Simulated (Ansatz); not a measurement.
Start from `CC(C)Cc1ccccc1` and change one atom or group to get `[F][Ge]([F])([F])[c]1ccccc1`.

Ansatz, PBE0-D4/def2-TZVP geometries, multiplicity 1. Each molecule was computed in one conformer, which needn't be the lowest.

Scalar relativity is left out up to krypton.

| property | `CC(C)Cc1ccccc1` |
| --- | --- |
| HOMO–LUMO gap (PBE/def2-TZVPP) / eV | 4.89 |
| size of the dipole moment (ωB97M-V/def2-TZVPP) / D | 0.32 |
| size of the dipole moment (B3LYP/def2-TZVPP) / D | 0.33 |
| LUMO energy (PBE/def2-TZVPP) / eV | -1.08 |
| HOMO energy (ωB97M-V/def2-TZVPP) / eV | -9.01 |
| HOMO–LUMO gap (ωB97M-V/def2-TZVPP) / eV | 10.82 |

Give the same properties after the change, and the shifts. (An estimate is asked.)

The calculation gave: 
| property | `[F][Ge]([F])([F])[c]1ccccc1` | shift |
| --- | --- | --- |
| HOMO–LUMO gap (PBE/def2-TZVPP) / eV | 4.83 | -0.06 |
| size of the dipole moment (ωB97M-V/def2-TZVPP) / D | 4.67 | 4.35 |
| size of the dipole moment (B3LYP/def2-TZVPP) / D | 4.74 | 4.41 |
| LUMO energy (PBE/def2-TZVPP) / eV | -2.31 | -1.23 |
| HOMO energy (ωB97M-V/def2-TZVPP) / eV | -10.23 | -1.22 |
| HOMO–LUMO gap (ωB97M-V/def2-TZVPP) / eV | 10.78 | -0.04 |

With PBE0 the HOMO falls by 1.21 eV and the LUMO falls by 1.29 eV, so the gap narrows by about 0.08 eV. PBE moves the HOMO by -1.17 eV and ωB97M-V by -1.22 eV. Dipoles are sizes alone; their direction can turn.

B3LYP here is the variant with VWN-RPA as its local correlation; programs differ in this.
